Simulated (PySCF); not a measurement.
# Eu⁶¹⁺ (europium, charge +61) across methods

1s2, closed-shell 1S. Calculation: PySCF 2.14, in an uncontracted even-tempered set (17 s from 160 bohr⁻², ratio 2.2; 7 p from 240 bohr⁻², ratio 2.4; 4 d from 710 bohr⁻², ratio 2.4; 3 f from 1100 bohr⁻², ratio 2.4; 3 g from 1600 bohr⁻², ratio 2.4); the spin-free X2C one-electron Hamiltonian (Gaussian nucleus).

```
method  E (hartree)  mean ε 1s (eV)  Σ⟨r²⟩ (bohr²)   ⟨S²⟩
   UHF  -4159.14907        -55984.6       0.001273  0.000
  PBE0     -4159.10        -55653.2       0.001274  0.000
   LDA     -4153.49        -55479.5       0.001276  0.000
  BLYP     -4159.60        -55548.4       0.001274  0.000
 B97-3     -4159.40        -55659.2       0.001274  0.000
   PBE     -4159.07        -55542.5       0.001275  0.000
```

Estimate the same row for r2SCAN.

E (hartree) = -4159.57; mean ε 1s (eV) = -55592.9; Σ⟨r²⟩ (bohr²) = 0.001273; ⟨S²⟩ = 0.000.
